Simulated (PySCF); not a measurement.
## ISnN, singlet: data card

All numbers come from PBE0/[Sn def2-TZVP with ECP28, N def2-TZVP, I def2-TZVP with ECP28], scalar-relativistic core potentials, density fitting, no spin–orbit coupling, PySCF.

The structure is a minimum.

- Point group: C∞v
- Bond lengths: Sn–I 2.643 Å, Sn–N 1.822 Å
- Bond angles: I–Sn–N 180.0°
- Rotational constants: 0.02986 cm⁻¹
- Entropy at 298.15 K and 1 bar: 302.7 J/(mol K)
- Heat capacity Cp at 298.15 K: 55.4 J/(mol K)
- Rotational symmetry number: 1
- Highest occupied level: -7.14 eV
- Principal quadrupole moments (Buckingham, traceless) about the centre of mass: -14.35, 7.17, 7.17 D Å
- Atomisation energy without zero-point energy: 405 kJ/mol
- Principal polarisabilities: 56.0, 56.0, 134.1 bohr³
- Enthalpy at 298.15 K above 0 K: 14.38 kJ/mol
- Lowest empty level: -3.58 eV
- Dipole moment: 4.13 D
- Zero-point energy: 7.4 kJ/mol

Harmonic modes (masses in u: Sn 119.902, N 14.003, I 126.904):
| symmetry | ω (cm⁻¹) | IR (km/mol, summed over degenerate members) |
| --- | --- | --- |
| π | 77 | 23.5 |
| σ+ | 203 | 10.9 |
| σ+ | 878 | 12.2 |

In C∞v the vibrations span π + 2σ+.

Charges (e):
```csv
atom,Mulliken,Löwdin,polar tensor,Mayer order to Sn1
Sn1,0.62,0.24,0.64,–
N2,-0.50,-0.40,-0.37,2.66
I3,-0.12,0.15,-0.26,1.04
```

Mulliken populations on Sn1 (electrons outside its core potential): s 3.37, p 7.78, d 10.17, f 0.06.

Counting electrons, tin keeps none of its valence electrons outside its bonds, so the VSEPR class is AX2 and the expected shape is linear; with unlike ligands the computed point group is C∞v.

Other isomers or separated fragments may lie lower.

The final relaxation and frequency run took of the order of 90 core-seconds on a shared host.
